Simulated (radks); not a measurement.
Q: All-electron atom: Zr in [Kr] 4d2 5s2. All-electron calculation, scalar-relativistic Kohn-Sham, r2SCAN, spin-polarised, spherical densities, finite nucleus; open shells are filled with parallel spins first (spin-orbit coupling, left out, can overturn this in heavy ions); meta-GGA in the generalised Kohn-Sham scheme; Fermi nuclear charge, rms radius 4.2694 fm. Program: a radial shooting solver on a logarithmic mesh with Libxc functionals. Some entries of the table are withheld. Estimate them.

orbital,occ.,eigenvalue (eV),<r^2> (bohr^2)
1s down,1,-17866.04,0.001854
1s up,1,-17866.03,0.001854
2s up,1,-2487.100,0.03113
2s down,1,-2486.890,0.03113
2p up,3,-2215.435,0.02456
2p down,3,-2215.289,0.02455
3s up,1,-412.8062,0.2398
3s down,1,-412.7261,0.2398
3p up,3,-323.3868,0.2481
3p down,3,-323.2869,0.2481
3d up,5,-177.1597,0.2478
3d down,5,-176.9778,0.2477
4s up,1,-56.6611,1.690
4s down,1,-55.5020,1.666
4p up,3,-34.0555,(1)
4p down,3,-32.6390,(2)
5s up,1,(3),15.03
4d up,2,(4),6.278
5s down,1,(5),17.88
4d down,0,(6),7.744

A: 
(1) 4p up <r^2> (bohr^2): 2.174
(2) 4p down <r^2> (bohr^2): 2.133
(3) 5s up eigenvalue (eV): -4.8647
(4) 4d up eigenvalue (eV): -4.1686
(5) 5s down eigenvalue (eV): -4.1106
(6) 4d down eigenvalue (eV): -2.4940
